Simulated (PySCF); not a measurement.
CH₃O, doublet, geometry from GFN2-xTB. Base run: CCSD/STO-3G (PySCF).

The PySCF input:
```python
from pyscf import gto, scf, cc

mol = gto.M(
    atom='''
C    -0.634119    0.245346    0.097239
O     0.590776   -0.335222   -0.063726
H    -1.457005   -0.424712   -0.044856
H    -0.748046    1.304954   -0.034532
H     1.283558    0.329461    0.005765
''',
    basis='sto-3g',
    charge=0,
    spin=1,
    verbose=4,
)

mf = scf.UHF(mol)
mf.kernel()

mycc = cc.CCSD(mf)
mycc.kernel()
print('E(CCSD) = %.10f' % mycc.e_tot)
mf.analyze()
```

Each row names what was changed in the base input (with any setting that the change needs).

| change | ΔE vs base (kcal/mol) | MP2 correlation (Eh) | CC correlation without the perturbative part (Eh) | basis functions |
|---|---|---|---|---|
| base | 0.000 | -0.07437 | -0.10175 | 13 |
| cc.conv_tol = 1e-5 | 0.000 | -0.07437 | -0.10175 | 13 |
| density fitting = JK and correlation | -0.110 | -0.07436 | -0.10174 | 13 |
| method = cisd | 2.29 | - | - | 13 |
| cc.diis_space = 3 | 0.000 | -0.07437 | -0.10175 | 13 |
| cart = on | 0.000 | -0.07437 | -0.10175 | 13 |
| method = mp2 | 17.18 | -0.07437 | - | 13 |
| frozen = 2 | 0.243 | -0.07393 | -0.10136 | 13 |
| cc.conv_tol = 1e-9 | 0.000 | -0.07437 | -0.10175 | 13 |
| cc.iterative_damping = 0.8 | 0.000 | -0.07437 | -0.10175 | 13 |

Open shells are given as the SCF converged; they aren't shown to be the lowest states, and a large step between rows can be another state.
